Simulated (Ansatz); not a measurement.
Spectroscopic constants of TaS, multiplicity 4 (an upper state: multiplicity 2 came lower at CCSD(T)/def2-TZVPP on PBE0 minima). No spin–orbit coupling.

Seven points along R, fitted to fifth degree in 1/R; most abundant isotopes. Runs in def2 and cc sets follow the lowest solution found near the PBE0 minimum.

Correlated levels freeze the inner cores; with def2 sets outer-core shells near the valence are correlated too.

Run with Ansatz (a first-principles code).  In def2 rows elements past Kr take small-core potentials, without spin–orbit coupling.

Task: What bond length and harmonic frequency does PBE0/def2-TZVPP give?

Result: r_e = 2.135 Å, ω_e = 539 cm⁻¹.

Task: What bond length and harmonic frequency does wB97X-V/def2-TZVPP give?

Result: r_e = 2.130 Å, ω_e = 555 cm⁻¹.

Task: What bond length and harmonic frequency does CCSD(T)/def2-TZVPP give?

Result: r_e = 2.153 Å, ω_e = 531 cm⁻¹.

Doubts at one or more of the structures used: a spin-contaminated determinant (CCSD(T)/def2-TZVPP).
